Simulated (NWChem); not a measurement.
Species: BaCl2 cation, doublet; SMILES of the neutral closed-shell parent [Cl][Ba][Cl]

```xyz
3

Ba     0.0000     0.0000    -0.9492
Cl     0.0000     1.3363     1.5633
Cl     0.0000    -1.3363     1.5633
```
Atoms are numbered in this order, from 1.

All runs: NWChem. Spin-unrestricted. In the optimisation the excess spin sits in b2 (C2v, its own frame). Coordinates come from a PBE0/def2-SVP, spin-unrestricted optimisation. This spin state was assumed; another may lie lower. No stability test was run on the SCF state. def2 effective core potentials on Ba; no spin-orbit coupling. B3LYP is NWChem's, with the RPA form of VWN correlation. Vertical excitations in the gas phase; the lowest state need not have the same character in each row. Excited states of an open shell can be spin-contaminated.

Q: Order these by “lowest excitation (eV)”, lowest first: B3LYP/def2-SVPD, TDA; BHandHLYP/def2-SVPD, TDA; PBE/def2-SVPD, TDA.

A: PBE/def2-SVPD, TDA (1.37), B3LYP/def2-SVPD, TDA (1.44), BHandHLYP/def2-SVPD, TDA (1.62)
